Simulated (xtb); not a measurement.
oxadisiletane (CH6OSi2), SMILES C1O[SiH2][SiH2]1. All values are semi-empirical tight-binding results from xtb (GFN2-xTB unless named), good for trends rather than for accurate numbers. Geometry optimised at GFN2-xTB.

Task: Estimate the properties. (Estimate from the structure and the level; the computed values follow.)

Result: 
```yaml
point_group_as_xtb_finds_it: Cs
orbital_gap: 3.74 eV
dipole_moment: 1.92 D
zero_point_energy: 39.3 kcal/mol
G − E(el) at 298.15 K (modified RRHO): 21.2 kcal/mol
static polarisability (D4 model): 70.7 bohr³
solvation energy, GFN2-xTB/ALPB(water): -0.2 kcal/mol
solvation energy, GFN2-xTB/ALPB(acetonitrile): -2.3 kcal/mol
```
